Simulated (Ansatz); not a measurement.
Computed with Ansatz on PBE0-D4/def2-TZVP structures; ΔE is electronic, products minus reactants. CCSD(T)/CBS adds triple-zeta CCSD(T) − MP2 to the extrapolated MP2 energy (def2 sets, frozen cores). This one scheme is used for every species. Functionals use def2-TZVPP. Open shells (•) are unrestricted, without spin–orbit coupling. Each species was taken in one conformer, which may not be the lowest.

`CC(C)BS` → `[BH]S`• + `C[CH]C`•  (homolysis of the B–C bond)

```tsv
level	ΔE (kJ/mol)
r2SCAN-D4	384.7
r2SCAN0	383.4
```

(1) What does CCSD(T)/CBS give? (Estimate.)

(2) What do rigid-rotor, harmonic-oscillator terms from PBE0-D4/def2-TZVP frequencies (298.15 K, 1 bar) make of the CCSD(T)/CBS value? (An estimate is asked.)

Largest T1 diagnostic among the species: 0.018.

Answers

(1) The calculation gave: +428.3 kJ/mol. The listed levels differ from it by -43.6, -44.9 kJ/mol.

(2) The calculation gave: ΔZPE = -24.7 kJ/mol, ΔH = +409.1 kJ/mol, ΔS = 189 J/(mol·K), ΔG = +352.8 kJ/mol. Open shells count their whole term as degenerate. Modes under 50 cm⁻¹ make the entropy rough.

At CCSD(T), def2-SVP lies −10.4 kJ/mol from the extrapolated value and def2-TZVPP −6.5 kJ/mol: correlation converges slowly with the basis, and small sets miss more of it in the bonded molecule than in its fragments. In def2-TZVPP, CCSD(T) changes the Hartree–Fock value by +120.0 kJ/mol (the triples alone add +10.8 kJ/mol) and MP2 by +139.1 kJ/mol; breaking electron pairs costs correlation energy, which Hartree–Fock lacks.
